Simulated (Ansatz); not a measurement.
The same molecule with X = Ti, Zr, Hf. Ansatz, PBE0-D4/def2-TZVP geometries, multiplicity 1. Each molecule was computed in one conformer, which needn't be the lowest.

Elements past krypton have def2 core potentials. Outer-core shells of Hf, Ti, Zr are correlated without core-valence functions. Scalar relativity is left out up to krypton. Spin–orbit coupling is left out.

```tsv
X	molecule	vertical ionisation energy (CCSD(T)/def2-TZVPP) / eV	mean X–N bond length / Å	zero-point energy (PBE0-D4/def2-TZVP) / kJ/mol	ideal-gas entropy at 298 K and 1 bar (rigid rotor, harmonic PBE0-D4/def2-TZVP) / J/(mol·K)	LUMO energy (ωB97M-V/def2-TZVPP) / eV
Zr	`[NH2][Zr]([NH2])([NH2])[NH2]`	8.94	2.048	256.2	407	0.91
Hf	`[NH2][Hf]([NH2])([NH2])[NH2]`	9.01	2.048	256.0	414	1.27
```

Task: Give the row for X = Ti, `[NH2][Ti]([NH2])([NH2])[NH2]`. (Best estimate.)

Result: Computed: 
| X | molecule | vertical ionisation energy (CCSD(T)/def2-TZVPP) / eV | mean X–N bond length / Å | zero-point energy (PBE0-D4/def2-TZVP) / kJ/mol | ideal-gas entropy at 298 K and 1 bar (rigid rotor, harmonic PBE0-D4/def2-TZVP) / J/(mol·K) | LUMO energy (ωB97M-V/def2-TZVPP) / eV |
| --- | --- | --- | --- | --- | --- | --- |
| Ti | `[NH2][Ti]([NH2])([NH2])[NH2]` | 8.91 | 1.893 | 260.0 | 388 | 1.27 |

From Ti to Hf the vertical ionisation energy (CCSD(T)/def2-TZVPP) rises at each step, by 0.10 eV in all; the mean X–N bond length isn't monotonic: highest at Zr, lowest at Ti; the zero-point energy (PBE0-D4/def2-TZVP) falls at each step, by 4.0 kJ/mol in all; the ideal-gas entropy at 298 K and 1 bar (rigid rotor, harmonic PBE0-D4/def2-TZVP) rises at each step, by 26 J/(mol·K) in all; the LUMO energy (ωB97M-V/def2-TZVPP) isn't monotonic: highest at Ti, lowest at Zr.
